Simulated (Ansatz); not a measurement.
One change: `[SiH3][SiH2][SeH]` becomes `F[SiH2][SeH]`.

Ansatz, PBE0-D4/def2-TZVP geometries, multiplicity 1. Each molecule was computed in one conformer, which needn't be the lowest.

Scalar relativity is left out up to krypton.

| property | `[SiH3][SiH2][SeH]` |
| --- | --- |
| LUMO energy (ωB97M-V/def2-TZVPP) / eV | 1.22 |
| HOMO–LUMO gap (B3LYP/def2-TZVPP) / eV | 6.05 |
| zero-point energy (PBE0-D4/def2-TZVP) / kJ/mol | 131.0 |
| HOMO–LUMO gap (ωB97M-V/def2-TZVPP) / eV | 10.31 |
| size of the dipole moment (B3LYP/def2-TZVPP) / D | 0.88 |
| size of the dipole moment (ωB97M-V/def2-TZVPP) / D | 0.94 |

Question: What does the change do to each property? (Estimate.)

Answer: The calculation gave: 
```json
{"property": "LUMO energy (ωB97M-V/def2-TZVPP) / eV", "`F[SiH2][SeH]`": "1.61", "shift": "0.39"}
{"property": "HOMO–LUMO gap (B3LYP/def2-TZVPP) / eV", "`F[SiH2][SeH]`": "6.80", "shift": "0.75"}
{"property": "zero-point energy (PBE0-D4/def2-TZVP) / kJ/mol", "`F[SiH2][SeH]`": "74.4", "shift": "-56.6"}
{"property": "HOMO–LUMO gap (ωB97M-V/def2-TZVPP) / eV", "`F[SiH2][SeH]`": "11.32", "shift": "1.01"}
{"property": "size of the dipole moment (B3LYP/def2-TZVPP) / D", "`F[SiH2][SeH]`": "1.13", "shift": "0.25"}
{"property": "size of the dipole moment (ωB97M-V/def2-TZVPP) / D", "`F[SiH2][SeH]`": "1.11", "shift": "0.17"}
```

With PBE0 the HOMO falls by 0.55 eV and the LUMO rises by 0.34 eV, so the gap widens by about 0.89 eV. PBE moves the HOMO by -0.51 eV and ωB97M-V by -0.61 eV. The zero-point energy changes by -56.6 kJ/mol with -9 modes. Dipoles are sizes alone; their direction can turn.

B3LYP here is the variant with VWN-RPA as its local correlation; programs differ in this.

Spin–orbit coupling is left out; it splits and shifts lone-pair levels of the heavy atoms by tenths of an eV.
